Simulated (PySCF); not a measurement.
Vertical excitations of a molecule C₄H₆ClF from PySCF 2.14.0 with TDA-PBE/def2-SVPD, as energy in eV (oscillator strength): 5.57 (0.001), 6.01 (0.039), 6.52 (0.182), 6.60 (0.002), 6.81 (0.009), 6.96 (0.007), 7.14 (0.021), 7.36 (0.002), 7.42 (0.044), 7.66 (0.004). Lowest triplet (TDA): 4.04 eV. Geometry: r2SCAN-D4/def2-SVP. Other conformers were not sampled.

Q: Which molecule gave these data?
A) F[C@H](Cl)C1CC1
B) CC/C(Cl)=C\F
C) CC(C)=C(F)Cl
D) F[C@H]1C[C@@H](Cl)C1

A: B, CC/C(Cl)=C\F
